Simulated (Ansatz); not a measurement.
## One arrangement of a pair

The pair of Br⁻ (SMILES [Br-], atom 1) and H$_{2}$O$_{2}$ (SMILES OO, atoms 2–5), both closed shells, in one local arrangement (a lower one may exist), relaxed at PBE0-D4/def2-TZVPD:

```
5
angstrom
Br 0.0491 0.6949 -1.9903
O -0.7094 -0.1265 1.0096
O 0.6619 -0.5410 0.8987
H -0.8607 0.2462 0.1106
H 0.8590 -0.2737 -0.0286
```

Program: Ansatz 0.2.0. Basis: def2-TZVPPD, with def2-QZVPPD for the basis limit. Cores are frozen in the correlated methods. Filled d shells of the heavier atoms are correlated. The def2 sets are not built for correlating such inner shells, so the correlated values are less sure here. B3LYP uses VWN-RPA correlation. Extrapolation: Hartree–Fock as exp(−7.88 √X), correlation as X^−2.97. Interaction energies count from these two fragments, frozen as in the pair, with the counterpoise correction; negative means bound.

Q: What is the interaction energy by CCSD(T) at an estimated basis limit (MP2 extrapolated from triple and quadruple zeta, plus CCSD(T) − MP2 in triple zeta)? (An estimate is asked for; the value comes from the calculation.)

A: The calculation gives: -29.13 kcal/mol. Hartree–Fock alone gives -23.57 kcal/mol at the basis limit. It counts from the two fragments frozen as in the pair.

The same quantity by other methods in triple zeta, and each one's difference from that estimate:
```
   method  E_int (kcal/mol)  difference
   PBE-D4            -30.13       -1.00
revPBE-D4            -28.68        0.46
  BLYP-D4            -28.52        0.61
r2SCAN-D4            -29.89       -0.76
   B97M-V            -28.21        0.93
  PBE0-D4            -29.93       -0.80
 B3LYP-D4            -28.94        0.20
 HSE06-D4            -29.90       -0.77
  wB97X-V            -28.89        0.24
  wB97M-V            -28.83        0.30
   B2PLYP            -27.75        1.39
       HF            -23.54        5.59
      MP2            -28.26        0.88
     CCSD            -26.72        2.41
  CCSD(T)            -27.46        1.67
```
Differences are method less estimate.

Energy to bend the free fragments (PBE0-D4 minima) into their shapes in the pair, CCSD(T)/def2-TZVPPD: H$_{2}$O$_{2}$ 8.62 kcal/mol. This must be added to the interaction energy to get the binding energy from relaxed fragments.

Basis-set superposition shift (counterpoise-corrected less uncorrected): CCSD(T) 1.88; MP2 1.82; HF 0.12; PBE0-D4 0.15; wB97M-V 0.13 kcal/mol.

No T1 diagnostic of these runs exceeds 0.013.

For scale, one of the runs: CCSD(T)/def2-TZVPPD, 171 basis functions, launched by `ansatz run in.yaml --threads 2 --pin off --events-out ev --progress --plain --max-ram 5222MiB`. The run took 75 s on 2 CPU threads of an Arm Neoverse V1 (shared host), with 1.6 GiB of host memory at its peak.
